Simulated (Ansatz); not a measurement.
Single points on Cu₃O₄.

```yaml
crystal:
  periodic: [false, false, false]
  atoms:
    - {symbol: Cu, position_ang: [-0.291898, 1.279811, -0.035439]}
    - {symbol: Cu, position_ang: [1.878128, -0.012192, -0.053845]}
    - {symbol: Cu, position_ang: [-0.305959, -1.275932, 0.052585]}
    - {symbol: O, position_ang: [-2.073857, -0.659534, 0.082409]}
    - {symbol: O, position_ang: [-2.066448, 0.686417, 0.036295]}
    - {symbol: O, position_ang: [1.420487, -1.741590, 0.018921]}
    - {symbol: O, position_ang: [1.439537, 1.723021, -0.100916]}
basis:
  gaussian: {orbitals: def2-TZVP, initial_orbitals: start.molden}
magnetization: {spin_polarized: true, initial_magnetization: 1}
hamiltonian: {xc: pbe, dispersion: d4}
scf: {omitted_lower_state_checks: [starts]}
output: {forces: true, orbitals: {seedname: orbitals}}
```

The file start.molden holds the orbitals of an earlier run on this structure, at another level or in another basis.

```sh
$ ansatz run in.yaml --threads 4 --pin off --events-out ev --progress --plain --max-ram 4787MiB
```

Shortened log:

```
Functional definition: PBE
1963 factors; their error is unknown
mean field evaluation 1: about -142085.0830 eV, gradient 1.1e1 eV
mean field evaluation 2: about -142085.6776 eV, gradient 1.1e0 eV
mean field evaluation 4: about -142085.7474 eV, gradient 3.8e-2 eV
mean field evaluation 8: about -142085.6573 eV, gradient 2.4e-5 eV
mean field evaluation 16: about -142085.6573 eV, gradient 1.9e-5 eV
mean field -142085.65730929 eV, -5221.5515969989 hartree, gradient 1.9e-5 eV, S^2 1.400752; 0 other end points of the search recorded, 0 dependent functions left out
reference -142085.65737021 eV, -5221.5515992376 hartree; 60, 59 occupied and 199, 200 virtual orbitals, 1963 factors
Total energy: -142085.93433569 eV, -5221.5617775311 hartree
Atom 0 at    -0.291898     1.279811    -0.035439 Å, force    -0.055477     0.172250    -0.004414 eV/Å
Atom 1 at     1.878128    -0.012192    -0.053845 Å, force     0.043826    -0.000299    -0.001256 eV/Å
Atom 2 at    -0.305959    -1.275932     0.052585 Å, force    -0.057412    -0.171466     0.007643 eV/Å
Atom 3 at    -2.073857    -0.659534     0.082409 Å, force     0.165374    -0.470587     0.011492 eV/Å
Atom 4 at    -2.066448     0.686417     0.036295 Å, force     0.170571     0.468361    -0.021119 eV/Å
Atom 5 at     1.420487    -1.741590     0.018921 Å, force    -0.131356     0.379386    -0.009431 eV/Å
Atom 6 at     1.439537     1.723021    -0.100916 Å, force    -0.135526    -0.377645     0.017085 eV/Å
Dipole moment:    -0.087624     0.000568     0.002514 e Å
Checks for a lower state left out: starts
```

Hardware: 4 threads of Arm Neoverse V1 on a shared host. Wall time 11 s, peak host memory 0.57 GiB.

The first input with `hamiltonian: {xc: {name: PBE-QIDH}}`, `correlation: {frozen_orbitals: {Cu: 9, O: 1}}` and without the key `output` (abridged; 64 s):

```
Functional definition: PBE-QIDH
mean field evaluation 16: about -142034.7082 eV, gradient 1.6e-3 eV
mean field -142034.70823930 eV, -5219.6792532111 hartree, gradient 2.2e-6 eV, S^2 2.081365
31 core orbitals not correlated: weight in the atoms' cores, before any rotation towards them, 1.000 or more for the frozen orbitals, at most 0.000 for the correlated occupied ones
second order -65.92366834 eV of doubles, -0.00000000 eV of singles
Total energy: -142056.68281614 eV, -5220.4868040153 hartree
Checks for a lower state left out: starts
```

As the first input, with `correlation: {method: mp2, frozen_orbitals: {Cu: 9, O: 1}}`, `output: {orbitals: {seedname: orbitals}}` and without the key `hamiltonian` (abridged; 62 s):

```
Functional definition: HF
mean field -141942.17802761 eV, -5216.2788306508 hartree, gradient 3.0e-6 eV, S^2 2.368490
31 core orbitals not correlated: weight in the atoms' cores, before any rotation towards them, 1.000 or more for the frozen orbitals, at most 0.000 for the correlated occupied ones
second order -55.47463389 eV of doubles, -0.00000000 eV of singles
Total energy: -141997.65266150 eV, -5218.3174858441 hartree
Checks for a lower state left out: starts
```

As the first input, with `hamiltonian: {xc: r2scan, dispersion: d4}`, `output: {orbitals: {seedname: orbitals}}` (abridged; 25 s):

```
Functional definition: r2SCAN
mean field -142108.52380485 eV, -5222.3919252113 hartree, gradient 2.3e-5 eV, S^2 1.606299
Total energy: -142108.58497277 eV, -5222.3941730909 hartree
Checks for a lower state left out: starts
```

The first input with `hamiltonian: {xc: hse06, dispersion: d4}`, `output: {orbitals: {seedname: orbitals}}` (abridged; 42 s):

```
Functional definition: HSE06
the host lacks memory for fits, so the integrals are decomposed
mean field evaluation 16: about -142082.3013 eV, gradient 1.6e-5 eV
mean field -142082.30130626 eV, -5221.4282661624 hartree, gradient 7.7e-6 eV, S^2 1.762878
Total energy: -142082.52541939 eV, -5221.4365021680 hartree
Checks for a lower state left out: starts
```

First input, but with `hamiltonian: {xc: pbe0, dispersion: d4}`, `output: {orbitals: {seedname: orbitals}}` (abridged; 4.9 min):

```
Functional definition: PBE0
mean field evaluation 16: about -142082.8508 eV, gradient 1.9e-1 eV
mean field evaluation 32: about -142082.8510 eV, gradient 9.2e-6 eV
mean field -142082.85102461 eV, -5221.4484679390 hartree, gradient 9.2e-6 eV, S^2 1.765783
Total energy: -142083.08686032 eV, -5221.4571347415 hartree
Checks for a lower state left out: starts
```

Geometry: PBE-D4/def2-SVP.

HSE06 is defined as in plane-wave codes, on full-range PBE exchange. Correlated methods freeze 31 core orbitals. The structure holds 1 bond(s) between oxygen atoms. At PBE-D4/def2-TZVP, PBE-QIDH/def2-TZVP, MP2/def2-TZVP, r2SCAN-D4/def2-TZVP and others the charge 0 doublet is spin-contaminated (final ⟨S²⟩ up to 2.37, 0.75 for a pure state). No other spin state of charge 0 was run. The geometry of the doublet was relaxed on an unsound state (⟨S²⟩ 1.34, where a pure state has 0.75). The structure comes from a short search, and lower isomers may exist.
